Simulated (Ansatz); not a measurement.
Species: SiH₃, net charge -1, singlet state. SMILES of the parent species: [SiH3]
Geometry from a B3LYP-D3(BJ)/def2-TZVP (Ansatz, a program for electronic structure) optimisation:
```
Si
H 1 1.5441
H 1 1.5441 2 94.12
H 1 1.5441 2 94.12 3 -94.44
```
Charge -1, spin multiplicity 1.

**Question.** Give the harmonic wavenumbers at B3LYP-D3(BJ)/def2-TZVP (Ansatz, finite differences of forces, unscaled).

**Answer.** 888, 963, 963, 1878, 1878, 1896 cm⁻¹. Zero-point energy 12.1 kcal/mol.

**Question.** From these and the geometry, give the ideal-gas thermochemistry at 298.15 K and 1 atm (rigid rotor, harmonic oscillator).

**Answer.** Point group C3v, rotational symmetry number 3. Rotational constants 114, 114, 98.09 GHz. S(trans) 36.24, S(rot) 14.00, S(vib) 0.37, S(elec, spin only) 0.00, S 50.6 cal/(mol K). H(298) - H(0) 2.46 kcal/mol; G - E(el) -0.5 kcal/mol.
